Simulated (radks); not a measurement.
Valence configurations of neutral technetium (all share [Kr]). Method: Dirac Kohn-Sham, PBEsol, spin-unpolarised, spherical densities, finite nucleus; open shells are shared between the two j in proportion to 2j + 1; Fermi nuclear charge, rms radius 4.4112 fm; computed with a radial shooting solver on a logarithmic mesh with Libxc functionals. Energies are relative to 4d5 5s2; eigenvalues in eV.

valence,E (eV),e(4d3/2),e(4d5/2),e(5p1/2),e(5p3/2),e(5s1/2)
4d7,-0.683,-2.870,-2.634,-,-,-
4d5.5 5s1.5,-0.620,-5.700,-5.427,-,-,-4.633
4d5 5s2,0.000,-6.843,-6.557,-,-,-5.081
4d5 5s1.5 5p0.5,1.874,-7.554,-7.265,-1.864,-1.716,-5.565
4d6 5p1,2.444,-6.067,-5.801,-1.816,-1.696,-
4d4.5 5s2 5p0.5,2.969,-8.760,-8.457,-2.092,-1.924,-6.004
4d4 5s2 5p1,6.607,-10.670,-10.352,-2.649,-2.451,-6.860
4d4.5 5s1 5p1.5,7.085,-10.019,-9.711,-2.731,-2.545,-6.811
4d5 5p2,7.778,-9.418,-9.121,-2.810,-2.636,-
4d3 5s2 5p2,15.982,-14.517,-14.166,-3.665,-3.408,-8.445

NIST lists [Kr] 4d5 5s2 as the ground configuration; this level of theory puts 4d7 lower, by 0.683 eV. The energies are those of spherical spin-averaged densities, not of single terms.
